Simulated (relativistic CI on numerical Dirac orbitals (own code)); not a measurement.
Calculated at this level of theory: Dirac-Coulomb-Breit CI, KLI orbitals optimised for each configuration, QED by a radiative potential, unscaled Slater integrals (own radial code, finite nucleus).

The strongest absorption lines from the ground level of an ion, among the configurations computed and to levels below about 340 eV (vacuum wavelength in nm, gf): 6.1724 (0.032), 6.4233 (0.086), 6.4981 (0.00088), 8.0723 (0.22), 8.5250 (0.4), 13.600 (6.2), 17.114 (0.18), 19.651 (0.0018).

Question: Which ion is it?
A. In15+
B. I17+
C. In11+
D. In13+

Answer: D. In13+ has 36 electrons and the ground level 4s2 4p6 1S_0; the strongest line goes to 4s2 4p5 4d 1P°_1. The pattern of lines fixes the number of electrons, and along that sequence the line energies rise steadily with the charge (about as its square where n changes within one kind of shell, about linearly where n is kept but much faster in heavy ions where fine structure, which grows about as Z⁴, sets the gap, and irregularly where shells cross), which fixes Z. Configurations outside the model, such as inner-shell arrays, can give stronger lines. At this charge energies of transitions that change n are usually good to better than 1 %, and those within a shell (Δn = 0) to a few per cent.

LS names give the leading component of a level, which can be under half, so a name can repeat, a term be missing and a line seem to break the LS rules.
